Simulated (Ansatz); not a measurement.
A nudged elastic band was laid between two geometries of GaH$_{5}$Se (7 atoms, charge 0, multiplicity 1).

Level of theory: UKS PBE0/def2-TZVP (Ansatz).

```yaml
movable_images: 7
climbing_image: yes
spring: 5.0 eV/Å²
optimiser: quadratic models (default)
start_path: through a guess of the saddle point
force_threshold: 0.03 eV/Å
iteration_limit: 60
end_points: relaxed
```

First end point:

```xyz
7
Properties=species:S:1:pos:R:3
Ga -0.906 -0.219 -0.727
H 0.125 0.129 -1.865
H -1.206 -1.732 -0.403
H -1.946 0.875 -0.276
H 1.888 -0.606 0.883
Se 0.735 0.136 1.412
H 1.310 1.417 0.976
```

Last end point:

```xyz
7
Properties=species:S:1:pos:R:3
Ga -0.864 -0.176 0.192
H 0.977 -0.559 -1.993
H -1.284 -1.659 -0.051
H -1.307 1.062 -0.648
H 1.426 -0.461 -1.400
Se 0.485 0.171 2.057
H 0.567 1.622 1.843
```

Problem. Which bonds break or form, and what moves?

Solution. Bonds broken: Ga1–H2, H5–Se6. Bonds formed: H2–H5. GaH5Se becomes GaH3Se + H2.

Problem. What energy profile does the band end with?

Solution. The forces met the threshold. The highest image is number 4 of 0 to 8, 12.7 kcal/mol above the first end and 25.7 kcal/mol above the last; the last end lies 13.0 kcal/mol below the first. A vibrational analysis at the climbing image gives one clearly imaginary mode, 993i cm⁻¹: a first-order saddle point. The orbitals stay closed-shell, which can raise the energy where a bond breaks towards radicals; this wasn't checked here.

```json
{"image": "0", "path coordinate (Å)": "0.00", "energy (kcal/mol)": "0.0", "Ga1–H2 (Å)": "1.57", "H5–Se6 (Å)": "1.47", "H2–H5 (Å)": "3.35"}
{"image": "1", "path coordinate (Å)": "0.58", "energy (kcal/mol)": "0.2", "Ga1–H2 (Å)": "1.57", "H5–Se6 (Å)": "1.47", "H2–H5 (Å)": "3.13"}
{"image": "2", "path coordinate (Å)": "1.17", "energy (kcal/mol)": "1.5", "Ga1–H2 (Å)": "1.58", "H5–Se6 (Å)": "1.47", "H2–H5 (Å)": "2.54"}
{"image": "3", "path coordinate (Å)": "1.75", "energy (kcal/mol)": "5.7", "Ga1–H2 (Å)": "1.59", "H5–Se6 (Å)": "1.49", "H2–H5 (Å)": "1.87"}
{"image": "4", "path coordinate (Å)": "2.33", "energy (kcal/mol)": "12.7", "Ga1–H2 (Å)": "1.70", "H5–Se6 (Å)": "1.72", "H2–H5 (Å)": "1.17"}
{"image": "5", "path coordinate (Å)": "2.86", "energy (kcal/mol)": "-1.7", "Ga1–H2 (Å)": "1.99", "H5–Se6 (Å)": "2.24", "H2–H5 (Å)": "0.81"}
{"image": "6", "path coordinate (Å)": "3.38", "energy (kcal/mol)": "-10.5", "Ga1–H2 (Å)": "2.33", "H5–Se6 (Å)": "2.75", "H2–H5 (Å)": "0.76"}
{"image": "7", "path coordinate (Å)": "3.91", "energy (kcal/mol)": "-12.6", "Ga1–H2 (Å)": "2.60", "H5–Se6 (Å)": "3.18", "H2–H5 (Å)": "0.75"}
{"image": "8", "path coordinate (Å)": "4.43", "energy (kcal/mol)": "-13.0", "Ga1–H2 (Å)": "2.88", "H5–Se6 (Å)": "3.64", "H2–H5 (Å)": "0.75"}
```

Problem. What is the geometry of the highest image?

Solution. 
```xyz
7
Properties=species:S:1:pos:R:3
Ga -0.817 -0.296 -0.416
H 0.622 -0.239 -1.324
H -1.270 -1.777 -0.294
H -1.590 1.046 -0.540
H 1.067 -0.147 -0.249
Se 0.992 -0.025 1.469
H 0.997 1.439 1.355
```

Problem. What are the harmonic wavenumbers there?

Solution. 993i, 193, 284, 411, 541, 651, 715, 721, 953, 1126, 1285, 1656, 2012, 2032, 2450 cm⁻¹.

Time of the run: 5.6 min on 4 threads of Arm Neoverse N1, on a shared host, peak memory 0.41 GiB.
